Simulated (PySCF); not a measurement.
SMILES [SiH2](OB(O)O)O[Si](F)(F)F (H4BF3O4Si2), CAM-B3LYP/def2-SVP optimised geometry.

```
14

Si     0.33    -1.58     0.00
F     -0.15    -2.35    -1.30
F     -0.16    -2.41     1.27
F      1.92    -1.58     0.00
O     -0.27    -0.09     0.00
Si    -0.48     1.40     0.70
O      0.40     1.38     2.10
B      0.64     2.30     3.07
O      0.07     3.53     2.92
O      1.43     1.92     4.11
H     -1.92     1.57     0.97
H      0.05     2.41    -0.24
H      0.25     4.18     3.61
H      1.59     2.58     4.79
```

Density from CAM-B3LYP/def2-TZVP (PySCF) at that geometry.

Minimum of the electron density along straight lines between bonded atoms, close to the bond critical point (lines longer than 1.1 times the sum of covalent radii, or with two minima, are not listed):

```json
[
 {"bond": "Si1–F2", "length / Å": "1.591", "ρ at the minimum / e bohr⁻³": "0.145", "∇²ρ there / e bohr⁻⁵": "1.00", "position (fraction from the first atom)": "0.42"},
 {"bond": "Si1–F3", "length / Å": "1.592", "ρ at the minimum / e bohr⁻³": "0.144", "∇²ρ there / e bohr⁻⁵": "1.00", "position (fraction from the first atom)": "0.42"},
 {"bond": "Si1–F4", "length / Å": "1.592", "ρ at the minimum / e bohr⁻³": "0.144", "∇²ρ there / e bohr⁻⁵": "1.00", "position (fraction from the first atom)": "0.42"},
 {"bond": "Si1–O5", "length / Å": "1.603", "ρ at the minimum / e bohr⁻³": "0.151", "∇²ρ there / e bohr⁻⁵": "0.95", "position (fraction from the first atom)": "0.42"},
 {"bond": "O5–Si6", "length / Å": "1.660", "ρ at the minimum / e bohr⁻³": "0.128", "∇²ρ there / e bohr⁻⁵": "0.77", "position (fraction from the first atom)": "0.59"},
 {"bond": "Si6–O7", "length / Å": "1.650", "ρ at the minimum / e bohr⁻³": "0.136", "∇²ρ there / e bohr⁻⁵": "0.81", "position (fraction from the first atom)": "0.41"},
 {"bond": "O7–B8", "length / Å": "1.363", "ρ at the minimum / e bohr⁻³": "0.207", "∇²ρ there / e bohr⁻⁵": "0.85", "position (fraction from the first atom)": "0.67"},
 {"bond": "B8–O9", "length / Å": "1.368", "ρ at the minimum / e bohr⁻³": "0.208", "∇²ρ there / e bohr⁻⁵": "0.83", "position (fraction from the first atom)": "0.33"},
 {"bond": "B8–O10", "length / Å": "1.358", "ρ at the minimum / e bohr⁻³": "0.215", "∇²ρ there / e bohr⁻⁵": "0.88", "position (fraction from the first atom)": "0.33"},
 {"bond": "Si6–H11", "length / Å": "1.479", "ρ at the minimum / e bohr⁻³": "0.129", "∇²ρ there / e bohr⁻⁵": "0.12", "position (fraction from the first atom)": "0.49"},
 {"bond": "Si6–H12", "length / Å": "1.479", "ρ at the minimum / e bohr⁻³": "0.129", "∇²ρ there / e bohr⁻⁵": "0.12", "position (fraction from the first atom)": "0.49"},
 {"bond": "O9–H13", "length / Å": "0.961", "ρ at the minimum / e bohr⁻³": "0.357", "∇²ρ there / e bohr⁻⁵": "-2.44", "position (fraction from the first atom)": "0.81"},
 {"bond": "O10–H14", "length / Å": "0.961", "ρ at the minimum / e bohr⁻³": "0.358", "∇²ρ there / e bohr⁻⁵": "-2.44", "position (fraction from the first atom)": "0.81"}
]
```
